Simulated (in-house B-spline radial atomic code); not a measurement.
Checks on a self-consistent run for Pd⁴⁺, [Kr] (4d3/2)3 (4d5/2)2 (7f5/2)1. Level of theory: Dirac-Hartree-Fock, average of the jj configuration, Fermi nucleus of rms radius 4.5318 fm; calculated with an all-electron radial atomic-structure program (B-spline basis).

| orbital | q | ε (Eh) | <1/r> | <r²> | small-component weight |
| --- | --- | --- | --- | --- | --- |
| 1s1/2 | 2 | -902.94743 | 48.2403 | 0.00137051 | 0.02835 |
| 2s1/2 | 2 | -137.32831 | 11.1124 | 0.0224299 | 0.0059378 |
| 2p1/2 | 2 | -127.18832 | 11.0543 | 0.016883 | 0.0059145 |
| 2p3/2 | 4 | -121.28473 | 10.4226 | 0.0182007 | 0.0056887 |
| 3s1/2 | 2 | -28.39571 | 3.88638 | 0.162361 | 0.0016673 |
| 3p1/2 | 2 | -24.34707 | 3.78242 | 0.158635 | 0.0016052 |
| 3p3/2 | 4 | -23.27930 | 3.63216 | 0.167371 | 0.0015469 |
| 3d3/2 | 4 | -16.18218 | 3.44963 | 0.149555 | 0.0014192 |
| 3d5/2 | 6 | -15.94523 | 3.40754 | 0.152474 | 0.0013993 |
| 4s1/2 | 2 | -6.53949 | 1.47004 | 0.975812 | 0.00040717 |
| 4p1/2 | 2 | -5.20856 | 1.3633 | 1.11121 | 0.00036097 |
| 4p3/2 | 4 | -4.92789 | 1.32324 | 1.16322 | 0.00034811 |
| 4d3/2 | 3 | -2.93051 | 1.08968 | 1.6643 | 0.00025029 |
| 4d5/2 | 2 | -2.89094 | 1.07786 | 1.69599 | 0.00024599 |
| 7f5/2 | 1 | -0.28196 | 0.129251 | 163.75 | 1.2018e-05 |

Electron-electron repulsion V_ee = 1801.3553 hartree.

Problem. What total energy follows from the eigenvalues?

Solution. The eigenvalues count the repulsion twice, so E = Σqε - V_ee = -3237.133 - 1801.355 = -5038.488 hartree; the run printed -5038.488.

Problem. Does the Dirac virial theorem hold?

Solution. For a point nucleus E = -2c²Σq·w, with w the small-component weight. Here Σq·w = 0.13415 and c = 137.0360, so the ratio E/(-2c²Σq·w) is 1.000036; the finite nucleus accounts for the departure from 1.

Problem. What diamagnetic shielding (Lamb formula) and susceptibility (Langevin formula) do the radii give?

Solution. σ = (α²/3)Σq<1/r> = 263.128/(3·137.036²) = 4670.6 ppm, and χ = -0.79199×10⁻⁶·Σq<r²> = -145.7×10⁻⁶ cm³/mol with Σq<r²> = 183.94 bohr². Both are non-relativistic formulas without the paramagnetism of open shells.
